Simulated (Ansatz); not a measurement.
Consider the hydrogenolysis of a C–C bond: `CCC(C(C)=O)C(C)=O` + H₂ → `CC(=O)CC(C)=O` + `CC`.

Calculated with Ansatz (gas phase, PBE0-D4/def2-TZVP geometries, no zero-point term in ΔE). CCSD(T)/CBS is the MP2 limit (def2-TZVPP, def2-QZVPP) plus CCSD(T) − MP2 in def2-TZVPP, frozen cores. This one scheme is used for every species. Functionals use def2-TZVPP. B3LYP here is the variant with VWN-RPA as its local correlation; programs differ in this. Each species was taken in one conformer, which may not be the lowest.

```
             level  ΔE (kcal/mol)  difference from CCSD(T)/CBS
            PBE-D4          -13.7                         -0.9
         r2SCAN-D4          -13.8                         -1.0
           PBE0-D4          -14.2                         -1.4
          B3LYP-D4          -14.7                         -1.9
           ωB97X-V          -13.6                         -0.8
           ωB97M-V          -13.4                         -0.6
            B2PLYP          -16.5                         -3.7
               PBE          -16.8                         -4.0
            r2SCAN          -14.8                         -2.0
              PBE0          -17.0                         -4.2
             B3LYP          -19.4                         -6.6
     HF/def2-TZVPP          -21.8                         -9.0
    MP2/def2-TZVPP          -11.3                          1.5
SCS-MP2/def2-TZVPP          -13.3                         -0.5
   CCSD/def2-TZVPP          -14.4                         -1.6
CCSD(T)/def2-TZVPP          -12.8                          0.0
     HF/def2-QZVPP          -21.9                         -9.1
    MP2/def2-QZVPP          -11.3                          1.5
SCS-MP2/def2-QZVPP          -13.3                         -0.5
      HF/CBS(def2)          -21.9                         -9.1
     MP2/CBS(def2)          -11.3                          1.5
    CCSD/CBS(def2)          -14.4                         -1.6
       CCSD(T)/CBS          -12.8                            0
```

Largest T1 diagnostic among the species: 0.015.

The D4 term adds +4.7 kcal/mol with B3LYP and +2.8 kcal/mol with PBE0; it sums over pairs of atoms, weighted by their polarisabilities, and B3LYP, whose exchange is more repulsive, gets the larger term. In def2-TZVPP, CCSD(T) changes the Hartree–Fock value by +9.1 kcal/mol (the triples alone add +1.7 kcal/mol) and MP2 by +10.5 kcal/mol.
